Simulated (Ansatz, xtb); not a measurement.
**F2GeH3OSi+: where a starting geometry ends**

The starting geometry of this gas-phase singlet was built from a drawn formula by distance geometry; its bonds are those of `O[SiH2][Ge+]([F])[F]`.

```yaml
atoms:
  - { symbol: F, position_ang: [-1.8315, 1.9022, 1.1660] }
  - { symbol: F, position_ang: [-0.8220, 2.0217, -1.5856] }
  - { symbol: Ge, position_ang: [-0.6284, 1.1358, 0.0228] }
  - { symbol: O, position_ang: [-2.8460, -1.2529, -0.7374] }
  - { symbol: Si, position_ang: [-1.4313, -1.2534, 0.2048] }
  - { symbol: H, position_ang: [-2.7114, -0.7932, -1.5759] }
  - { symbol: H, position_ang: [-0.3214, -1.9125, -0.3510] }
  - { symbol: H, position_ang: [-1.7574, -1.6833, 1.5898] }
```

Predict what it relaxes into with r2SCAN-D4/def2-SVP.

It keeps its bonds, and is `O[SiH2][Ge+]([F])[F]`.

The energy falls by 1.29 eV over 26 steps:

```tsv
step	E − E(last) (eV)
1	1.289
4	0.095
7	0.021
9	0.013
12	0.009
15	0.004
18	0.002
20	0.001
23	0.000
26	0.000
```

Final geometry (Å):

```yaml
atoms:
  - { symbol: F, position_ang: [-0.5902, 2.2508, 1.3628] }
  - { symbol: F, position_ang: [-1.3554, 2.2295, -1.2407] }
  - { symbol: Ge, position_ang: [-1.1094, 1.2228, 0.1103] }
  - { symbol: O, position_ang: [-2.7383, -1.4233, -1.0066] }
  - { symbol: Si, position_ang: [-1.5912, -1.3058, 0.1254] }
  - { symbol: H, position_ang: [-2.6043, -1.6157, -1.9469] }
  - { symbol: H, position_ang: [-0.2243, -1.7963, -0.1611] }
  - { symbol: H, position_ang: [-2.1363, -1.3975, 1.4904] }
```

From the same start GFN2-xTB ends elsewhere, in pieces: H3OSi + F2Ge.

The end wasn't checked by frequencies. Run with Ansatz 0.2.0, 35 s on 2 threads of Intel(R) Xeon(R) 6975P-C (Granite Rapids) (shared host).
